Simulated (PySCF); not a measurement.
difluoro(fluorosilyl)silane (F3H3Si2), SMILES F[SiH2][SiH](F)F.

Geometry: ωB97X-D3(BJ)/def2-SVP. Other conformers were not sampled.

Level of theory: SMD-ωB97X/def2-SVP (PySCF).

Solvation free energies are E(SMD) − E(gas) at the gas-phase geometry, for 1 M in both phases. In vacuum the dipole moment is 1.32 D.

### Question
Estimate the solvation free energies in water, dimethylsulfoxide, 2-propanol. (An estimate is asked for; the answer gives what the named calculation found.)

### Answer

| solvent | ΔG(solv) (kcal/mol) | its non-electrostatic (CDS) part | dipole (D) |
|---|---|---|---|
| water | 0.2 | 4.1 | 1.63 |
| dimethylsulfoxide | -2.0 | 1.9 | 1.62 |
| 2-propanol | -3.3 | 0.3 | 1.61 |
